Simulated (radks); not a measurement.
Values are calculated unless marked as measured or tabulated.
Charge is removed step by step from the 2s down level of the oxygen ion O+, starting from [He] 2s(up 1, down 1) 2p3. Level of theory: non-relativistic Kohn-Sham, BLYP, spin-polarised, spherical densities, point nucleus; open shells are filled with parallel spins first (a radial shooting solver on a logarithmic mesh with Libxc functionals).

removed (e)  E - E(0) (eV)  eigenvalue (eV)
0                    0.000          -35.851
0.1                  3.662          -37.393
0.2                  7.479          -38.946
0.3                 11.452          -40.507
0.4                 15.581          -42.073
0.5                 19.866          -43.635
0.6                 24.307          -45.184
0.7                 28.902          -46.698
0.8                 33.644          -48.134
0.9                 38.522          -49.375

The mean slope of the eigenvalue, de/dn, is 15.0 eV per electron.
